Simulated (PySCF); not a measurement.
Gas-phase reaction: SnI2 + 4 H ⇌ SnH4 + I2

Energies from PySCF (xtb for GFN2), thermal terms from the rigid-rotor harmonic-oscillator model, ideal gas at 1 bar. † marks an energy on the PBE0/def2-TZVP geometry and frequencies; other levels use their own. MP2 freezes the core. Open shells (unrestricted): H (multiplicity 2); the rest are closed-shell singlets. GFN2 has no spin-polarisation term. I, Sn: scalar-relativistic def2 core potential, no spin-orbit coupling. MP2 isn't extrapolated to the basis-set limit.

MP2/def2-TZVPP† gives ΔH°(298 K) = -572 kJ.

What do LDA/def2-TZVP†, M06-2X/def2-TZVP†, GFN2-xTB give?

LDA/def2-TZVP†: -707 kJ; M06-2X/def2-TZVP†: -606 kJ; GFN2-xTB: -670 kJ. For scale, ΔH°(298 K) is -572 kJ at this level, -650 kJ at ωB97M-V/def2-TZVP†, and runs from -707 to -444 kJ over the 18 levels computed.
